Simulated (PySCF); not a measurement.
# Molecular orbitals of MgIn⁺

PBE at R = 3.308 Å; PySCF, scalar-relativistic core potentials, basis sets Mg cc-pVDZ, In cc-pVDZ-PP with ECP28. State: ¹Σ⁺ (singlet), closed shell. Only the outer orbitals are listed, counted within each symmetry, core potentials removing the inner ones.

```csv
orbital,occ.,ε (eV),on Mg (%),main shells (%)
1δ,2,-24.05,0,100 In d
1δ,2,-24.05,0,100 In d
3π,2,-23.93,0,100 In d
3π,2,-23.93,0,100 In d
6σ,2,-23.90,0,100 In d
7σ,2,-13.67,5,95 In s
8σ,2,-9.58,75,"75 Mg s, 20 In p"
4π,0,-7.40,9,"90 In p, 9 Mg p"
4π,0,-7.40,9,"90 In p, 9 Mg p"
9σ,0,-7.21,46,"54 In p, 25 Mg p, 21 Mg s"
```

**Question.** Which are the highest filled and the lowest empty level, where do they sit, and how wide is the gap?

**Answer.** Highest filled 8σ at -9.58 eV (in %: 75 Mg s, 20 In p); lowest empty 4π at -7.40 eV (in %: 90 In p, 9 Mg p); the gap at PBE is 2.18 eV.

* bond order (Mayer): 0.70
* ⟨S²⟩: 0.000
* charge on Mg (Mulliken, basis-dependent): 0.40
* charge on Mg (Löwdin, basis-dependent): 0.46
* dipole moment (positive dipole points towards In; it is taken about the centre of mass and depends on that origin): -4.38 D
* polarisability along the bond: 164.3 bohr³
* polarisability across the bond: 66.7 bohr³

Closed-shell solutions of metal pairs were not tested for spin polarisation, which can lower them a little. Spin–orbit coupling is left out.
